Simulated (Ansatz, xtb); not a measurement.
**Ranking isomers of BF3Si**

3 gas-phase structures of BF3Si, found in a search over its isomers (lower ones may exist). Each was relaxed with GFN2-xTB:

A. `FB=[Si](F)F`, a singlet
B. `F[Si]B(F)F`, a singlet
C. `F[Si]B(F)F`, a triplet

Task: Estimate their order in r2SCAN-D4/def2-SVP energy at these geometries, lowest first.

Result: Calculated order at r2SCAN-D4/def2-SVP: B (0.0), C (8.4), A (27.6) kcal/mol.

Energies above the lowest of each column, in kcal/mol; the last columns are at PBE-D3(BJ)/def2-SVP geometries (a dash: not run or not comparable):

```json
{"structure": "B", "GFN2-xTB": "0.0", "HF/STO-3G": "0.0", "r2SCAN-D4/def2-SVP": "0.0", "PBE-D3(BJ)/def2-SVP": "0.0", "CCSD(T)/def2-TZVP": "0.0"}
{"structure": "C", "GFN2-xTB": "–", "HF/STO-3G": "13.4", "r2SCAN-D4/def2-SVP": "8.4", "PBE-D3(BJ)/def2-SVP": "16.8", "CCSD(T)/def2-TZVP": "21.8"}
{"structure": "A", "GFN2-xTB": "10.8", "HF/STO-3G": "67.7", "r2SCAN-D4/def2-SVP": "27.6", "PBE-D3(BJ)/def2-SVP": "23.3", "CCSD(T)/def2-TZVP": "19.5"}
```

Every level run on B puts it lowest or level with the lowest. CCSD(T)/def2-TZVP orders those it was run on as B (0.0), A (19.5), C (21.8) kcal/mol. Flexible structures stand in one conformer each, not always the lowest. GFN2-xTB has no spin polarisation and isn't compared across spin states. Open shells are spin-unrestricted.

Programs: Ansatz 0.2.0, xtb 6.7.1.
